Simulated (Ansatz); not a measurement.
One geometry of GeH2MeF (CH₅FGe), several levels of theory.

```yaml
crystal:
  periodic: [false, false, false]
  atoms:
    - {symbol: Ge, position_ang: [0.479620, -0.674215, 0.345457]}
    - {symbol: H, position_ang: [0.429212, -0.793163, 1.875237]}
    - {symbol: H, position_ang: [1.913839, -0.798065, -0.187973]}
    - {symbol: C, position_ang: [-0.474608, 0.864132, -0.343144]}
    - {symbol: H, position_ang: [-0.018778, 1.788790, 0.016001]}
    - {symbol: H, position_ang: [-1.512872, 0.832118, -0.011853]}
    - {symbol: H, position_ang: [-0.449136, 0.859313, -1.433090]}
    - {symbol: F, position_ang: [-0.367277, -2.078901, -0.260634]}
basis:
  gaussian: {orbitals: def2-SVP, initial_orbitals: start.molden}
hamiltonian: {xc: pbe, dispersion: d4}
scf: {omitted_lower_state_checks: [starts]}
output: {orbitals: {seedname: orbitals}}
```

The file start.molden holds the orbitals of an earlier run on this structure, at another level or in another basis.

```sh
$ ansatz run in.yaml --threads 4 --pin off --events-out ev --progress --plain --max-ram 3916MiB
```

Shortened log:

```
Functional definition: PBE
947 factors; their error is unknown
mean field evaluation 1: about -60331.4104 eV, gradient 9.7e0 eV
mean field evaluation 2: about -60331.6169 eV, gradient 1.8e-1 eV
mean field evaluation 4: about -60331.5639 eV, gradient 1.4e-4 eV
mean field -60331.56394370 eV, -2217.1440807282 hartree, gradient 1.1e-5 eV, S^2 0.000000; 0 other end points of the search recorded, 0 dependent functions left out
reference -60331.56397654 eV, -2217.1440819350 hartree; 26, 26 occupied and 59, 59 virtual orbitals, 947 factors
Total energy: -60331.67417208 eV, -2217.1481315464 hartree
Checks for a lower state left out: starts
```

It took 0.66 s on 4 threads of Arm Neoverse V1 on a shared host.

As the first input, with `gaussian: {orbitals: 6-31G}`, `hamiltonian: {xc: hf}` (abridged; 0.3 s):

```
Functional definition: HF
mean field -60279.67700518 eV, -2215.2372709078 hartree, gradient 3.0e-5 eV, S^2 0.000000
Total energy: -60279.67700518 eV, -2215.2372709078 hartree
Checks for a lower state left out: starts
```

First input, but with `hamiltonian: {xc: pbe0, dispersion: d4}` (abridged; 0.91 s):

```
Functional definition: PBE0
mean field -60333.44932400 eV, -2217.2133671762 hartree, gradient 2.2e-5 eV, S^2 0.000000
Total energy: -60333.54120763 eV, -2217.2167438375 hartree
Checks for a lower state left out: starts
```

First input, but with `gaussian: {orbitals: def2-TZVPP, initial_orbitals: start.molden}`, `correlation: {method: ccsd_t}` and without the key `hamiltonian` (abridged; 43 s):

```
Functional definition: HF
mean field -60291.94380835 eV, -2215.6880676094 hartree, gradient 3.6e-6 eV, S^2 0.000000
11 core orbitals not correlated: weight in the atoms' cores, before any rotation towards them, 1.000 or more for the frozen orbitals, at most 0.000 for the correlated occupied ones
second order -18.86193050 eV of doubles, -0.00000000 eV of singles
cycle   1  -18.87435435 eV  change   -1.2e-2 eV  update   9.6e-2
cycle   2  -19.36657959 eV  change   -4.9e-1 eV  update   2.8e-2
cycle   3  -19.46541637 eV  change   -9.9e-2 eV  update   1.4e-2
cycle   4  -19.45576581 eV  change    9.7e-3 eV  update   2.9e-3
cycle   5  -19.45459833 eV  change    1.2e-3 eV  update   1.2e-3
cycle   6  -19.45505292 eV  change   -4.5e-4 eV  update   3.0e-4
cycle   7  -19.45497260 eV  change    8.0e-5 eV  update   1.1e-4
cycle   8  -19.45493468 eV  change    3.8e-5 eV  update   3.4e-5
cycle   9  -19.45494231 eV  change   -7.6e-6 eV  update   1.2e-5
perturbative correction -0.62525662 eV, -0.0229777569 hartree
Total energy: -60312.02400727 eV, -2216.4260013091 hartree
Checks for a lower state left out: starts
```

Geometry: r2SCAN-D4/def2-TZVP.

The 6-31G sets use Cartesian d functions. Correlated methods freeze 11 core orbitals; core or outer-core shells of Ge are correlated, in sets that lack core-valence functions.
